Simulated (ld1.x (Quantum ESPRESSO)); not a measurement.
**Ti (Z = 22), TM: configuration errors across variants**

Ti, norm-conserving Troullier–Martins (Kleinman–Bylander form), made with ld1.x (Quantum ESPRESSO) 7.5 (LDA (PZ), scalar-relativistic). Core [Ne] 3s2, reference 3p6 3d1 4s0 4p0 (charge +3). Waves: 4s (bound, empty): rc 2.10 bohr; 3d (bound): rc 1.15 bohr; 3p (bound): rc 1.40 bohr. Local part: the p channel. Core correction: none.

All-electron excitation energies from the reference (eV): (1) 3p6 3d2 4s2 4p0 -48.525; (2) 3p6 3d2 4s1 4p0 -40.990; (3) 3p6 3d2 4s0 4p0 -27.190; (4) 3p6 3d1 4s2 4p1 -43.711; (5) 3p6 3d3 4s0 4p0 -40.967; (6) 3p6 3d0 4s0 4p0 43.535; (7) 3p6 3d1 4s2 4p0 -38.545; (8) 3p6 3d1 4s0 4p0 spin -0.237; (9) 3p6 3d2 4s2 4p0 spin -49.196.

Spin tests fill each open shell by Hund’s rule, majority spin first.

A true bound ghost makes a file unfit for plane-wave use even where its test errors are small: the radial tests pick states by their node count and pass the ghost by.

Errors AE − PS in meV (a dash: test not solved or not reliable):

```tsv
change	(1)	(2)	(3)	(4)	(5)	(6)	(7)	(8)	(9)	bound ghosts
base	+145	+85	-11	+112	-15	-21	+74	+74	+313	s
all radii scaled by about 0.77 (s 1.62, p 1.08, d 0.88 bohr)	-461	-222	-21	-37	-36	-41	-28	+76	-336	s
all radii scaled by about 0.83 (s 1.74, p 1.16, d 0.94 bohr)	-281	-139	-20	-8.1	-32	-38	-13	+75	-140	s
all radii scaled by about 0.92 (s 1.92, p 1.28, d 1.06 bohr)	+18	+14	-15	+75	-23	-29	+49	+75	+179	s
all radii scaled by about 1.15 (s 2.42, p 1.62, d 1.32 bohr)	+227	+137	-3.5	+135	-1.3	+2.3	+91	+73	+397	s
all radii scaled by about 1.24 (s 2.60, p 1.74, d 1.42 bohr)	+226	+137	-0.6	+124	+0.4	+17	+91	+72	+395	s
all radii scaled by about 1.33 (s 2.80, p 1.86, d 1.54 bohr)	+205	+126	+3.9	+98	+3.4	+37	+82	+71	+373	s
all radii scaled by about 1.39 (s 2.92, p 1.94, d 1.60 bohr)	+171	+103	+1.3	+58	-9.2	+41	+68	+70	+338	s
```

**Question.** Give the same row for: all radii scaled by about 1.11 (s 2.34, p 1.56, d 1.28 bohr).

**Answer.** +223, +133, -4.6, +136, -2.8, -1.9, +90, +73, +393; bound ghosts: s.
